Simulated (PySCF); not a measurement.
# SrN⁺ at M06-2X

Level: M06-2X. basis Sr def2-SVPD with ECP28, N def2-SVPD; scalar-relativistic core potentials; PySCF 2.14.

- state: ³Σ⁻ (triplet), unpaired electrons π ↑↑
- bond length: 4.402 bohr
- harmonic wavenumber: 470 cm⁻¹
- force constant: 1.57 mdyn/Å
- rotational constant Be: 0.2571 cm⁻¹
- anharmonicity ωexe: 2.82 cm⁻¹
- vibration–rotation constant αe: 0.00177 cm⁻¹
- well depth De to Sr⁺ + N: 125 kJ/mol
- dissociation energy D0: 122 kJ/mol
- bond order (Mayer): 1.04
- dipole moment (positive dipole points towards N; it is taken about the centre of mass and depends on that origin): -7.14 D

Spin–orbit coupling is left out. For an ion De counts to the pair picked by the measured ionisation energies or electron affinities, which need not be the lowest pair at this level. The state was picked by a PBE0 search and need not be the measured ground state.
